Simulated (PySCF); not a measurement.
S8, charge +1, doublet, at a GFN2-xTB geometry (a state made from the parent by changing its charge; the spin is typed, not shown lowest); TPSS/STO-3G (PySCF).

PySCF was given this input:
```python
from pyscf import gto, scf, dft

mol = gto.M(
    atom='''
S     1.76055882   -1.74117587    0.04334133
S     1.54071667   -0.06255941    1.20549792
S     1.91603607    1.56897282    0.01641017
S     0.13307178    1.97084334   -0.97062171
S    -1.35019835    1.70613216    0.43979299
S    -2.44338084    0.11263017   -0.26242959
S    -1.50382919   -1.56470609    0.46640432
S    -0.05297496   -1.99013712   -0.93839543
''',
    basis='sto-3g',
    charge=1,
    spin=1,
    verbose=4,
)

mf = dft.UKS(mol)
mf.xc = 'tpss'
mf.DIIS = scf.EDIIS
mf.kernel()
```

The log (banner, timings and long lists left out):

```
PySCF version 2.14.0

[INPUT] verbose = 4
[INPUT] num. atoms = 8
[INPUT] num. electrons = 127
[INPUT] charge = 1
[INPUT] spin (= nelec alpha-beta = 2S) = 1
[INPUT] symmetry False subgroup None
[INPUT] Mole.unit = angstrom
[INPUT] Symbol           X                Y                Z      unit          X                Y                Z       unit  Magmom
[...]
nuclear repulsion = 1246.46008777613
number of shells = 40
number of NR pGTOs = 216
number of NR cGTOs = 72
basis = sto-3g
ecp = {}

******** <class 'pyscf.dft.uks.UKS'> ********
method = UKS
initial guess = minao
damping factor = 0
level_shift factor = 0
DIIS = <class 'pyscf.scf.diis.EDIIS'>
diis_start_cycle = 1
diis_space = 8
diis_damp = 0
SCF conv_tol = 1e-09
SCF conv_tol_grad = None
SCF max_cycles = 50
direct_scf = True
direct_scf_tol = 1e-13
number electrons alpha = 64  beta = 63
XC library pyscf.dft.libxc version 7.1.2
    S. Lehtola, C. Steigemann, M. J. T. Oliveira, and M. A. L. Marques,  SoftwareX 7, 1–5 (2018)
XC functionals = tpss
    J. Tao, J. P. Perdew, V. N. Staroverov, and G. E. Scuseria,  Phys. Rev. Lett. 91, 146401 (2003)
    J. P. Perdew, J. Tao, V. N. Staroverov, and G. E. Scuseria,  J. Chem. Phys. 120, 6898 (2004)
    J. Tao, J. P. Perdew, V. N. Staroverov, and G. E. Scuseria,  Phys. Rev. Lett. 91, 146401 (2003)
    J. P. Perdew, J. Tao, V. N. Staroverov, and G. E. Scuseria,  J. Chem. Phys. 120, 6898 (2004)
radial grids:
    Treutler-Ahlrichs [JCP 102, 346 (1995); DOI:10.1063/1.469408] (M4) radial grids

becke partition: Becke, JCP 88, 2547 (1988); DOI:10.1063/1.454033
pruning grids: <function nwchem_prune>
grids dens level: 3
symmetrized grids: False
atomic radii adjust function: <function treutler_atomic_radii_adjust>
small_rho_cutoff = 0
Set gradient conv threshold to 3.16228e-05
tot grids = 151040
init E= -3150.10552219017

cycle= 1 E= -3150.26491483325  delta_E= -0.159  |g|= 0.145  |ddm|=  3.7
cycle= 2 E= -3150.25749427929  delta_E= 0.00742  |g|= 0.191  |ddm|= 1.02
cycle= 3 E= -3150.26828631892  delta_E= -0.0108  |g|= 0.161  |ddm|= 0.922
cycle= 4 E= -3150.29517834445  delta_E= -0.0269  |g|= 0.0403  |ddm|= 0.436
cycle= 5 E= -3150.29517834774  delta_E= -3.29e-09  |g|= 0.0403  |ddm|= 3.71e-07
cycle= 6 E= -3150.29517834717  delta_E= 5.79e-10  |g|= 0.0403  |ddm|= 6.63e-08
cycle= 7 E= -3150.29517834781  delta_E= -6.44e-10  |g|= 0.0403  |ddm|= 7.43e-08
cycle= 8 E= -3150.29517834171  delta_E= 6.1e-09  |g|= 0.0403  |ddm|= 6.87e-07
[...]
cycle= 20 E= -3150.21181981651  delta_E= 0.077  |g|= 0.284  |ddm|= 0.844
cycle= 21 E= -3150.22391715754  delta_E= -0.0121  |g|= 0.253  |ddm|= 1.37
cycle= 22 E= -3150.25489569125  delta_E= -0.031  |g|=  0.2  |ddm|= 0.925
cycle= 23 E= -3150.28152387938  delta_E= -0.0266  |g|= 0.122  |ddm|= 0.195
cycle= 24 E= -3150.2815238763  delta_E= 3.08e-09  |g|= 0.122  |ddm|= 2.93e-07
cycle= 25 E= -3150.28152385959  delta_E= 1.67e-08  |g|= 0.122  |ddm|= 1.57e-07
cycle= 26 E= -3150.28152385866  delta_E= 9.26e-10  |g|= 0.122  |ddm|= 1.1e-08
cycle= 27 E= -3150.28152385878  delta_E= -1.16e-10  |g|= 0.122  |ddm|= 4.95e-09
cycle= 28 E= -3150.28152385912  delta_E= -3.43e-10  |g|= 0.122  |ddm|= 3.28e-09
cycle= 29 E= -3150.0547365026  delta_E= 0.227  |g|= 0.474  |ddm|= 1.38
cycle= 30 E= -3150.06450395543  delta_E= -0.00977  |g|= 0.452  |ddm|= 2.14
cycle= 31 E= -3150.0827094468  delta_E= -0.0182  |g|= 0.456  |ddm|= 1.71
cycle= 32 E= -3150.29370659863  delta_E= -0.211  |g|= 0.0558  |ddm|= 0.959
cycle= 33 E= -3150.29370659812  delta_E= 5.16e-10  |g|= 0.0558  |ddm|= 3.99e-08
cycle= 34 E= -3150.29370659855  delta_E= -4.33e-10  |g|= 0.0558  |ddm|= 3.61e-08
cycle= 35 E= -3150.29370659677  delta_E= 1.78e-09  |g|= 0.0558  |ddm|= 4e-08
cycle= 36 E= -3150.29370657578  delta_E= 2.1e-08  |g|= 0.0558  |ddm|= 4.67e-07
cycle= 37 E= -3150.29370659973  delta_E= -2.39e-08  |g|= 0.0558  |ddm|= 5.34e-07
cycle= 38 E= -3149.47411864829  delta_E= 0.82  |g|= 0.878  |ddm|= 2.26
cycle= 39 E= -3147.54440126915  delta_E= 1.93  |g|= 1.39  |ddm|= 4.67
cycle= 40 E= -3144.45622201825  delta_E= 3.09  |g|= 1.57  |ddm|= 6.44
cycle= 41 E= -3144.85665187244  delta_E= -0.4  |g|= 1.95  |ddm|= 6.78
cycle= 42 E= -3147.65010357075  delta_E= -2.79  |g|= 1.42  |ddm|=  5.8
cycle= 43 E= -3147.65010356728  delta_E= 3.47e-09  |g|= 1.42  |ddm|= 6.31e-09
cycle= 44 E= -3147.65010347781  delta_E= 8.95e-08  |g|= 1.42  |ddm|= 1.57e-07
cycle= 45 E= -3147.65010356583  delta_E= -8.8e-08  |g|= 1.42  |ddm|= 1.54e-07
cycle= 46 E= -3147.65010480571  delta_E= -1.24e-06  |g|= 1.42  |ddm|= 2.29e-06
cycle= 47 E= -3147.65010105617  delta_E= 3.75e-06  |g|= 1.42  |ddm|= 6.49e-06
cycle= 48 E= -3147.24171194758  delta_E= 0.408  |g|= 1.43  |ddm|= 1.56
cycle= 49 E= -3141.44364561365  delta_E=  5.8  |g|= 1.81  |ddm|= 7.09
cycle= 50 E= -3144.3195363047  delta_E= -2.88  |g|= 1.87  |ddm|= 7.26
SCF not converged.
SCF energy = -3144.3195363047 after 50 cycles  <S^2> = 0.7518767  2S+1 = 2.0018758
```

The run did not converge; its last values are not results.
